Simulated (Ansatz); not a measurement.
Molecule: diboron tetrafluoride, B$_{2}$F$_{4}$, charge 0, multiplicity 1. SMILES: FB(F)B(F)F
Geometry from a B3LYP-D3(BJ)/def2-TZVP (Ansatz, a first-principles code) optimisation:
```
B
F 1 1.3221
F 1 1.3221 2 116.89
B 1 1.7178 2 121.55 3 -180.00
F 4 1.3221 1 121.55 2 90.00
F 4 1.3221 5 116.89 1 -180.00
```
Charge 0, spin multiplicity 1.

Quantity: atomisation energy (electronic, to ground-state atoms); the coupled-cluster value holds the core correlation from cc-pwCVTZ, in kcal/mol. Correlated levels leave the core frozen unless marked. Open shells are spin-unrestricted. Spin-orbit coupling is left out. Non-relativistic. CBS(X,Y): correlation extrapolated as X^-3; Hartree-Fock from the larger set.

Level to compare with: CCSD(T)/CBS(cc-pVTZ,cc-pVQZ) plus the core term (Ansatz), 699.4 kcal/mol. It is a level with limits of its own, and the differences hold the functionals' basis error too.

### Question
Rank these functionals by how close they come to CCSD(T)/CBS(cc-pVTZ,cc-pVQZ), closest first: r2SCAN0/def2-TZVPD (Ansatz); r2SCANh/def2-TZVPD (Ansatz); HSE06/def2-TZVPD (Ansatz).

### Answer
HSE06/def2-TZVPD (screened hybrid, 696.8 kcal/mol, difference -2.6), r2SCANh/def2-TZVPD (hybrid meta-GGA, 695.4 kcal/mol, difference -4.0), r2SCAN0/def2-TZVPD (hybrid meta-GGA, 683.4 kcal/mol, difference -16.0)
